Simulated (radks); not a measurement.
Results of a calculation; reference values are marked as such.
Spherical jellium clusters: N electrons in a uniform positive sphere of charge N and radius rs N^(1/3), rs = 3.14 bohr. Level of theory: non-relativistic Kohn-Sham, exchange-only LDA, spin-polarised, spherical densities (a radial shooting solver with Libxc functionals). Levels are named by radial order and angular momentum (1s, 1p, 1d, 2s, ...), and open shells are averaged over m.

N = 8, configuration 1s2 1p6. This is the lowest configuration that the search found. Occupied and some empty levels:

| level | occupation | eigenvalue (eV) | <r> (bohr) |
|---|---|---|---|
| 1s | 2 | -4.9995 | 4.250 |
| 1p | 6 | -3.0573 | 5.400 |
| 1d | 0 | -0.96582 | 6.832 |
| 2s | 0 | -0.80442 | 7.852 |

Energy (eV): total -6.35664, kinetic 18.947, external -318.45, Hartree 153.22, exchange-correlation -26.460, background 166.39. Static polarisability (adiabatic kernel): 420.4 bohr^3, against R^3 = 247.7 for a classical metal sphere.
